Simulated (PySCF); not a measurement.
trans-dichloroethylene (C₂H₂Cl₂), SMILES C(=C\Cl)/Cl.

Geometry: PBE-D3(BJ)/def2-SVP.

Computed with PBE-D3(BJ)/def2-SVP run with PySCF.

Frequencies are harmonic and unscaled.

```
mode  ν (cm⁻¹)  IR (km/mol)  moving atoms (share of kinetic energy)
----  --------  -----------  --------------------------------------
1          210          0.0                         C 68 %, Cl 27 %
2          229          2.9                 C 64 %, Cl 26 %, H 10 %
3          346          0.0                                 Cl 91 %
4          744          0.0                          H 51 %, C 49 %
5          823        124.9                         C 69 %, Cl 27 %
6          841          0.0                 C 70 %, H 16 %, Cl 13 %
7          880         59.4                                  H 92 %
8         1154         12.7                          H 90 %, C 10 %
9         1229          0.0                          H 84 %, C 16 %
10        1606          0.0                                  C 94 %
11        3143         11.8                                  H 92 %
12        3148          0.0                           H 91 %, C 9 %
```
